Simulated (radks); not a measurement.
All-electron atom: Yb I in [Xe] 4f14 6s2.

Method: scalar-relativistic Kohn-Sham, PBE, spin-polarised, spherical densities, finite nucleus; Fermi nuclear charge, rms radius 5.3108 fm; hard spherical wall at 8 bohr; computed with a radial shooting solver on a logarithmic mesh with Libxc functionals.

Energy parts (hartree):
total: -14058.1279
kinetic: 15316.1913
electron-nucleus: -34604.0244
Hartree: 5522.4765
exchange-correlation: -292.7712

Orbitals (lengths in bohr, moments of r in powers of bohr):
orbital  occ.  eigenvalue (hartree)   <1/r>      <r^2>       <r^4>      <r>
1s          2             -2250.034   80.62  0.0005300   7.557e-07  0.01966
2s          2             -381.2134   18.80   0.008211   0.0001162  0.08334
2p          6             -336.0277   17.26   0.006714  0.00008918  0.07415
3s          2             -85.90978   6.945    0.05369    0.004343   0.2167
3p          6             -72.28347   6.466    0.05419    0.004611   0.2162
3d         10             -55.68005   6.123    0.04510    0.003595   0.1961
4s          2             -16.88367   2.935     0.2688      0.1052   0.4879
4p          6             -12.41021   2.678     0.3057      0.1401   0.5182
4d         10              -6.51845   2.367     0.3643      0.2175   0.5600
5s          2              -1.99651   1.097      1.647       4.097    1.208
5p          6              -0.98686  0.8991      2.411       9.420    1.452
6s          2              -0.12542  0.3336      15.02       315.6    3.678
4f         14              -0.09012   1.729     0.8884       3.375   0.7919
5d          0              -0.00026  0.4231      11.49       228.6    3.099
6p          0               0.00236  0.2742      20.70       548.9    4.367
7s          0               0.21172  0.2857      26.47       943.4    4.822

The highest occupied level is 4f at -2.452 eV. The electron density at the nucleus is 1.085e+06 e/bohr^3 (large components only).
